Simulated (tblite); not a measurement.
Write Cartesian coordinates for `C=C(C)[Si@@H](Cl)CC[SiH2]C` as optimised with GFN2-xTB.

```
atom  x, y, z in Å
C1     2.5933    1.2074    0.7698
C2     2.7204    0.1954   -0.0785
C3     4.0718   -0.3209   -0.4712
Si4    1.2378   -0.6943   -0.8485
Cl5    1.2135   -2.6022   -0.1449
C6    -0.4204    0.1339   -0.4222
C7    -1.6138   -0.5957   -1.0437
Si8   -3.2818    0.2488   -0.6726
C9    -3.5963    0.2798    1.1997
H10    3.4502    1.6964    1.2090
H11    1.6313    1.5920    1.0629
H12    4.1599   -1.3735   -0.2065
H13    4.2030   -0.2427   -1.5495
H14    4.8680    0.2332    0.0214
H15    1.4103   -0.7861   -2.3043
H16   -0.5523    0.1714    0.6607
H17   -0.4127    1.1676   -0.7697
H18   -1.6284   -1.6249   -0.6812
H19   -1.4718   -0.6574   -2.1239
H20   -4.3522   -0.4966   -1.3469
H21   -3.2445    1.6261   -1.1869
H22   -3.5701   -0.7206    1.6233
H23   -2.8557    0.8783    1.7232
H24   -4.5710    0.7042    1.4213
```

Orientation and origin are arbitrary. Atoms count from 1 in this order. Si8 (SiH2 silicon) is tetrahedral (angles from 108.9° to 110.1°). The 3 C–C bonds span 1.327 Å (C1=C2, drawn double) to 1.531 Å (C6–C7, drawn single), a spread of 0.204 Å. Of the pairs four or more bonds apart, H10···H14 is among the closest relative to their van der Waals radii: 2.36 Å, 98 % of the sum of Bondi's values. Si4 (chlorine-bound silicon) is tetrahedral (angles from 106.6° to 112.8°).

Bonds between heavy atoms (Å): C1=C2 1.327, C2–C3 1.499, C2–Si4 1.893, Si4–Cl5 2.034, Si4–C6 1.902, C6–C7 1.531, C7–Si8 1.906, Si8–C9 1.899.

Structure optimised with GFN2-xTB, isolated species.

Point group: C1 (no symmetry element, even within 0.4 Å). Its GFN2-xTB frequencies are all real (lowest 24 cm⁻¹). The numbers are those of one conformer (C1–C2–Si4–Cl5 -114°, C2–Si4–C6–C7 180°, Si4–C6–C7–Si8 -178°, C6–C7–Si8–C9 -61°). 3 starts were optimised and ended at 0.00, 0.09 and 0.43 kcal/mol (GFN2-xTB); the lowest of these is shown.

All values are computed, not measured.
